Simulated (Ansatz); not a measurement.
`C[O][Ti]([F])([F])[F]` + H₂O → `[OH][Ti]([F])([F])[F]` + CH₃OH  (formal hydrolysis of a Ti–O bond)

Isolated molecules relaxed with PBE0-D4/def2-TZVP in Ansatz; ΔE leaves out vibrations. CBS: MP2 limit from def2 TZ/QZ plus the TZ coupled-cluster correction, frozen cores. This one scheme is used for every species. For Ti outer-core shells are correlated without core-valence functions, which leaves a few kJ/mol of doubt a bond. Scalar relativity is left out up to krypton. Each species was taken in one conformer, which may not be the lowest.

`C[O][Ti]([F])([F])[F]`:

Cartesian coordinates in Å:
```
C -1.316 0.936 0.091
O -0.178 0.133 0.015
Ti 1.231 -0.874 -0.084
F 0.874 -2.447 0.612
F 2.548 -0.123 0.804
F 1.692 -1.067 -1.768
H -1.642 1.210 -0.916
H -2.119 0.390 0.592
H -1.090 1.843 0.656
```

H₂O:

Z-matrix (Å, degrees):
```
O
H 1 0.960
H 1 0.960 2 105.1
```

`[OH][Ti]([F])([F])[F]`:

```xyz
6

O    -0.982    0.039    0.917
Ti    0.217    0.035   -0.373
F    -0.531    0.600   -1.850
F     1.558    1.074    0.058
F     0.844   -1.584   -0.596
H    -1.107   -0.164    1.844
```

CH₃OH:

Z-matrix (Å, degrees):
```
C
O 1 1.409
H 1 1.097 2 112.4
H 1 1.090 2 107.0 3 -118.5
H 1 1.097 2 112.4 3 123.0
H 2 0.959 1 108.5 3 -61.6
```

```csv
species,SCS-MP2/def2-TZVPP energy (Eh)
`C[O][Ti]([F])([F])[F]`,-1263.18172
H₂O,-76.32077
`[OH][Ti]([F])([F])[F]`,-1223.97121
CH₃OH,-115.52242
```

Task: Work out ΔE.

Result: ΔE = (-1223.97121) + (-115.52242) − (-1263.18172) − (-76.32077) = 0.00886 Eh = +23.3 kJ/mol. CCSD(T)/CBS gives +23.8 kJ/mol.

Largest T1 diagnostic among the species: 0.023, so the coupled-cluster value is less sure than usual.

The D4 term adds +3.2 kJ/mol with B3LYP and +2.0 kJ/mol with PBE0; it sums over pairs of atoms, weighted by their polarisabilities, and B3LYP, whose exchange is more repulsive, gets the larger term. At CCSD(T), def2-SVP lies +4.3 kJ/mol from the extrapolated value and def2-TZVPP −0.4 kJ/mol.

B3LYP here is the variant with VWN-RPA as its local correlation; programs differ in this.
